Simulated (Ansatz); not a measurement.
Ansatz (a first-principles code) input (PBE/6-311+G**): The .json file is the Basis Set Exchange's 6-311+G**.

Ansatz 0.2 input:
```yaml
crystal:
  periodic: [false, false, false]
  atoms:
    - {symbol: C, position_ang: [-1.83513400, -0.27266300, -0.07148600]}
    - {symbol: C, position_ang: [-0.50767400, -0.24131200, -0.09446400]}
    - {symbol: C, position_ang: [0.77801500, -0.41262500, -0.20752300]}
    - {symbol: F, position_ang: [1.58085900, 0.68112300, 0.26250000]}
    - {symbol: H, position_ang: [-2.44293900, 0.09261700, -0.90007400]}
    - {symbol: H, position_ang: [-2.39603700, -0.66312100, 0.77842200]}
basis:
  gaussian:
    orbitals: 6-311+G__.json
hamiltonian:
  xc: {name: PBE}
total_charge: -1
output: {forces: true}
```

Output:

```
Functional definition: PBE
integrals: 0.03 GiB planned
811 factors; their error is unknown
mean field: 0.22 GiB planned
mean field evaluation 1: about -5838.5860 eV, gradient 8.1e1 eV
mean field evaluation 2: about -5750.5229 eV, gradient 1.8e2 eV
mean field evaluation 4: about -5846.5640 eV, gradient 5.0e1 eV
mean field evaluation 8: about -5853.0054 eV, gradient 4.1e-1 eV
mean field evaluation 16: about -5852.9832 eV, gradient 5.5e-5 eV
mean field -5852.98322423 eV, -215.0931661960 hartree, gradient 5.5e-5 eV, S^2 0.000000; 0 other end points of the search recorded, 0 dependent functions left out
the calculation of the forces begins
reference -5852.98327485 eV, -215.0931680562 hartree; 15, 15 occupied and 85, 85 virtual orbitals, 811 factors
Total energy: -5852.98327485 eV, -215.0931680562 hartree
Atom 0 at    -1.835134    -0.272663    -0.071486 Å, force    -0.380118    -0.037291    -0.006169 eV/Å
Atom 1 at    -0.507674    -0.241312    -0.094464 Å, force     0.117037     0.059937     0.023716 eV/Å
Atom 2 at     0.778015    -0.412625    -0.207523 Å, force     0.300615    -0.249609    -0.120786 eV/Å
Atom 3 at     1.580859     0.681123     0.262500 Å, force     0.333087     0.247300     0.102039 eV/Å
Atom 4 at    -2.442939     0.092617    -0.900074 Å, force    -0.192348     0.103234    -0.251267 eV/Å
Atom 5 at    -2.396037    -0.663121     0.778422 Å, force    -0.178272    -0.123570     0.252467 eV/Å
Dipole moment:    -0.386298     0.301302     0.146455 e Å
```

The dipole moment of an ion depends on the origin.

The geometry given is a B3LYP-D3(BJ)/def2-TZVP minimum.
